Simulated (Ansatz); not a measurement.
Job for Ansatz (a quantum-chemistry and plane-wave program): U-wB97X-V/def2-TZVPP on O2 (SMILES O=O).

Ansatz 0.2 input:
```yaml
crystal:
  periodic: [false, false, false]
  atoms:
    - {symbol: O, position_ang: [-0.00000000, 0.00000000, -0.60215480]}
    - {symbol: O, position_ang: [0.00000000, -0.00000000, 0.60215480]}
basis:
  gaussian:
    orbitals: def2-TZVPP
hamiltonian:
  xc: {name: wB97X-V}
magnetization: {spin_polarized: true, initial_magnetization: 2}
```

Q: What total energy does the run end on?

A: -150.3385 hartree.
